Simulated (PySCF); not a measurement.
An unknown is described by computed data only.

Elements present: C, Cl, H and Si. Monoisotopic mass: 144.0162 u.

| Quantity | Value |
| --- | --- |
| 1H NMR | chemical shifts (computed TMS as zero) by class: 4.27 (3 H), 3.23 (2 H), 2.18 (3 H), 1.55 (1 H) ppm [GIAO PBE0/pcSseg-1] |
| Rotational structure | rotational constants A, B, C: 1.485, 1.194, 0.749 GHz [GFN2-xTB] |
| UV, first state | lowest singlet excitation: 5.82 eV (213 nm, f = 0.170) [TDDFT B3LYP/def2-SVPD] |
| 13C NMR | chemical shifts (computed TMS as zero) by class: 149.2 (1 C), 131.2 (1 C), 84.1 (1 C), 77.6 (1 C), 33.6 (1 C), 26.1 (1 C) ppm [GIAO PBE0/pcSseg-1] |
| Polarisability | 111.9 au [B3LYP/def2-SVPD] |
| NMR, other nuclei | isotropic shieldings of nuclei other than C and H, by class: 426 (1 Si), 677 (1 Cl) ppm [GIAO PBE0/pcSseg-1] |
| Dipole | 1.25 D [B3LYP/def2-SVPD] |

Electronic properties: PySCF, gas phase, density fitting. Levels stand in brackets. The structure is a single GFN2-xTB conformer in the gas phase; no vibrational or solvent corrections. NMR classes are plain means over equivalent atoms (diastereotopic ones count apart unless rotation or inversion swaps them), as if these changed places fast.

Task: Which formula fits the mass and the elements?

Result: C6H9ClSi (calculated 144.0162). No other formula that holds each of these elements comes within 0.0003 u with a fitting electron parity and a possible valence count.

Task: Propose a structure and show how it fits.

Result: Numbering: `[CH:1]#[C:2][CH2:3]/[C:4]([Cl:5])=[C:6](/[CH3:7])[SiH3:8]`. Its formula, C6H9ClSi, gives 3 degrees of unsaturation: 0 rings and 3 π bonds in the structure found. 6 carbons fall into 6 classes; from least to most shielded: vinylic C–Cl carbon [C4] (149.2 ppm), fully substituted alkene carbon [C6] (131.2 ppm), alkyne carbon [C2] (84.1 ppm), terminal alkyne carbon [C1] (77.6 ppm), allylic carbon [C3] (33.6 ppm), allylic carbon [C7] (26.1 ppm). Hydrogen classes from least to most shielded: 3 H on an SiH3 silicon, Si8 (4.27 ppm), 2 H on an allylic carbon, C3 (3.23 ppm), 3 H on an allylic carbon, C7 (2.18 ppm, a mean of values up to 0.9 ppm apart in this geometry), 1 H on a terminal alkyne carbon, C1 (1.55 ppm). The other shieldings belong to: 426 ppm, SiH3 silicon [Si8]; 677 ppm, vinyl chlorine [Cl5]. S1 is mainly HOMO→LUMO (weight 0.76); the largest Löwdin shares of the orbital it empties are 0.27 on the fully substituted alkene carbon, 0.26 on the vinylic C–Cl carbon, 0.22 on the vinyl chlorine and 0.05 on an allylic carbon, of the orbital it fills 0.26 on the vinylic C–Cl carbon, 0.25 on the fully substituted alkene carbon, 0.11 on the SiH3 silicon and 0.08 on the vinyl chlorine. The optimised geometry has point group C1 and is an asymmetric top. Structure: `C#CC/C(Cl)=C(/C)[SiH3]`. Computed isomers that give other values at the same levels: `C=C=C1CCC[Si@@H]1Cl` (13C chemical shifts (computed TMS as zero) by class: 221.7 (1 C), 96.5 (1 C), 71.7 (1 C), 37.7 (1 C), 28.9 (1 C), 21.3 (1 C) ppm); `CC1=C[SiH2][C@H]1/C=C\Cl` (13C chemical shifts (computed TMS as zero) by class: 177.7 (1 C), 142.6 (1 C), 134.0 (1 C), 126.0 (1 C), 39.9 (1 C), 24.6 (1 C) ppm); `C=C(Cl)[C@H]1C=CC[SiH2]1` (13C chemical shifts (computed TMS as zero) by class: 158.8 (1 C), 142.4 (1 C), 139.9 (1 C), 112.5 (1 C), 46.9 (1 C), 16.5 (1 C) ppm). The assignments are read from this structure; whether some other isomer fits the data as well wasn't checked.

The values belong to the conformer `[CH:1]#[C:2][CH2:3]/[C:4]([Cl:5])=[C:6](/[CH3:7])[SiH3:8]`: C2–C3–C4–Cl5 83°.
